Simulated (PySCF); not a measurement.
Record of a relaxation.

C₂HClFGa.
Bonds: C1–C2 (triple), C2–Ga3, Ga3–F4, Ga3–Cl5. Hydrogens: H6 on C1.

Method: PBE0-D3(BJ)/def2-SVP geometry optimisation, gas phase in PySCF 2.14.0; density fitting, grid level 1; the optimiser is geomeTRIC in internal coordinates, started from a GFN2-xTB structure. The frame can shift and turn from step to step; on so coarse a grid that alone can change the energy by a few meV, and forces under 0.02 eV/Å are noise.

Step 0: E = -69678.0803 eV, largest atomic force 2.532 eV/Å
```
atom  x, y, z in Å  |  force x, y, z in eV/Å
C1      1.687   -0.154    0.933    0.430  -0.044   0.238
C2      0.631   -0.080    0.360   -2.265  -0.045  -1.130
Ga3    -1.070    0.079   -0.582    1.790   0.938   0.443
F4     -1.200    1.621   -1.407   -0.185  -0.292   0.057
Cl5    -2.658   -1.247   -0.734   -0.555  -0.515  -0.023
H6      2.613   -0.217    1.435    0.784  -0.043   0.415
```

Step 1: E = -69678.1791 eV, largest atomic force 0.561 eV/Å
```
atom  x, y, z in Å  |  force x, y, z in eV/Å
C1      1.672   -0.200    0.939   -0.025  -0.040   0.004
C2      0.613   -0.090    0.348    0.179   0.168   0.021
Ga3    -0.985    0.197   -0.592   -0.250  -0.490   0.107
F4     -1.346    1.637   -1.477    0.038   0.333  -0.153
Cl5    -2.557   -1.238   -0.676    0.106   0.043   0.042
H6      2.607   -0.304    1.464   -0.048  -0.014  -0.022
```

Step 2: E = -69678.1889 eV, largest atomic force 0.165 eV/Å
```
atom  x, y, z in Å  |  force x, y, z in eV/Å
C1      1.672   -0.187    0.932   -0.015  -0.058   0.015
C2      0.612   -0.079    0.343    0.030   0.102  -0.025
Ga3    -1.001    0.176   -0.590   -0.122  -0.112  -0.008
F4     -1.317    1.645   -1.468    0.023   0.014  -0.003
Cl5    -2.568   -1.258   -0.669    0.083   0.052   0.024
H6      2.605   -0.296    1.457    0.000   0.002  -0.003
```

Step 3: E = -69678.1900 eV, largest atomic force 0.071 eV/Å
```
atom  x, y, z in Å  |  force x, y, z in eV/Å
C1      1.671   -0.182    0.928   -0.013  -0.059   0.017
C2      0.613   -0.065    0.338    0.014   0.068  -0.017
Ga3    -1.007    0.173   -0.589   -0.029  -0.001  -0.020
F4     -1.316    1.644   -1.469    0.000  -0.031   0.009
Cl5    -2.560   -1.269   -0.657    0.022   0.015   0.013
H6      2.603   -0.299    1.454    0.006   0.009  -0.002
```

Step 4: E = -69678.1901 eV, largest atomic force 0.072 eV/Å
```
atom  x, y, z in Å  |  force x, y, z in eV/Å
C1      1.671   -0.180    0.926   -0.014  -0.049   0.013
C2      0.617   -0.048    0.332    0.000   0.043  -0.020
Ga3    -1.008    0.176   -0.593    0.041   0.059   0.001
F4     -1.330    1.641   -1.477   -0.004  -0.042   0.007
Cl5    -2.546   -1.278   -0.639   -0.031  -0.022  -0.002
H6      2.599   -0.309    1.455    0.007   0.011   0.000
```

Step 5: E = -69678.1902 eV, largest atomic force 0.050 eV/Å
```
atom  x, y, z in Å  |  force x, y, z in eV/Å
C1      1.670   -0.182    0.927   -0.012  -0.040   0.011
C2      0.619   -0.040    0.331    0.005   0.038  -0.011
Ga3    -1.007    0.181   -0.592    0.040   0.031   0.000
F4     -1.337    1.640   -1.482   -0.003  -0.020   0.001
Cl5    -2.539   -1.280   -0.635   -0.033  -0.018   0.000
H6      2.598   -0.317    1.456    0.004   0.009  -0.001
```

Step 6: E = -69678.1904 eV, largest atomic force 0.031 eV/Å
```
atom  x, y, z in Å  |  force x, y, z in eV/Å
C1      1.669   -0.185    0.929   -0.009  -0.026   0.007
C2      0.621   -0.034    0.329    0.010   0.028  -0.008
Ga3    -1.004    0.186   -0.594    0.011  -0.005   0.014
F4     -1.345    1.640   -1.487    0.002   0.002  -0.011
Cl5    -2.534   -1.279   -0.631   -0.014  -0.004  -0.002
H6      2.595   -0.325    1.460    0.000   0.005   0.000
```

Step 7: E = -69678.1905 eV, largest atomic force 0.021 eV/Å
```
atom  x, y, z in Å  |  force x, y, z in eV/Å
C1      1.668   -0.189    0.931   -0.003  -0.010   0.004
C2      0.623   -0.025    0.329    0.003   0.013  -0.001
Ga3    -1.003    0.191   -0.594    0.002  -0.021   0.002
F4     -1.348    1.640   -1.494    0.003   0.007  -0.009
Cl5    -2.529   -1.278   -0.630   -0.004   0.009   0.003
H6      2.592   -0.336    1.463   -0.001   0.001   0.000
```

**Question.** Summarise the path.

**Answer.** The energy falls by 0.1102 eV from step 0 to step 7; nine tenths of that is first reached at step 2. It falls at every step. The largest force goes from 2.532 to 0.021 eV/Å. Among the bonds C2–Ga3 changes most, from 1.950 to 1.882 Å; the atoms move by 0.126 Å rms after alignment.

**Question.** Follow the three bonds and two angles with the largest change from start to end.

**Answer.** 
| step | E above end (eV) | largest force (eV/Å) | C2–Ga3 (Å) | Ga3–Cl5 (Å) | C1–H6 (Å) | C2–Ga3–F4 (°) | C2–Ga3–Cl5 (°) |
| --- | --- | --- | --- | --- | --- | --- | --- |
| 0 | 0.1102 | 2.532 | 1.950 | 2.074 | 1.055 | 111.3 | 130.6 |
| 1 | 0.0113 | 0.561 | 1.876 | 2.130 | 1.078 | 124.2 | 123.0 |
| 2 | 0.0016 | 0.165 | 1.881 | 2.126 | 1.077 | 121.4 | 124.0 |
| 3 | 0.0005 | 0.071 | 1.881 | 2.121 | 1.076 | 120.6 | 124.1 |
| 4 | 0.0003 | 0.072 | 1.882 | 2.117 | 1.076 | 120.6 | 123.8 |
| 5 | 0.0002 | 0.050 | 1.882 | 2.117 | 1.076 | 120.9 | 123.6 |
| 6 | 0.0000 | 0.031 | 1.882 | 2.118 | 1.077 | 121.2 | 123.5 |
| 7 | 0.0000 | 0.021 | 1.882 | 2.119 | 1.077 | 121.4 | 123.4 |

What follows is the cost of the whole optimisation. Hardware: one thread, Arm Neoverse V2 (aarch64), on a shared host. Cost: 25 s wall, 0.40 GiB resident at most.
